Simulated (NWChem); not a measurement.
Molecule: MgHSeF; SMILES [F][Mg][SeH]

```xyz
4

Mg     0.0138    -1.2282     0.0000
F      0.0154    -2.9859     0.0000
Se     0.0335     1.1888     0.0000
H     -1.4416     1.1927     0.0000
```
Atoms are numbered in this order, from 1.

All runs: NWChem. Geometry: optimised at PBE0/def2-SVP. Ions are spin-unrestricted doublets at the neutral geometry. Hybrids' shares of exact exchange are those that their runs print; pure functionals count as 0. The functionals differ in more than this share.

| row | share of exact exchange | ΔSCF ionisation energy minus −ε(HOMO) (eV) |
|---|---|---|
| PBE/def2-SVPD | 0.00 | 3.41 |
| B3LYP/def2-SVPD | 0.20 | withheld |
| BHandHLYP/def2-SVPD | 0.50 | 1.33 |
| M06-2X/def2-SVPD | 0.54 | 1.29 |
| Hartree-Fock/def2-SVPD | 1.00 | -1.11 |

Task: Fit a straight line of the last column on the one before it, predict the withheld value, and compare with the run.

Result: 
1. Means of the 4 shown rows: x = 0.510, y = 1.230. Slope Σ(x − x̄)(y − ȳ)/Σ(x − x̄)² = -2.258/0.5012 = -4.504; intercept 3.527.
2. The shown rows scatter about the line by 0.135 (root mean square); the largest residual is +0.20, at M06-2X/def2-SVPD.
3. At x = 0.20 (B3LYP/def2-SVPD; inside the shown range) the line gives 2.63.
4. The run gives 2.67, +0.04 from the line, 0.3 times the scatter. The line crosses zero at a share of 0.78.
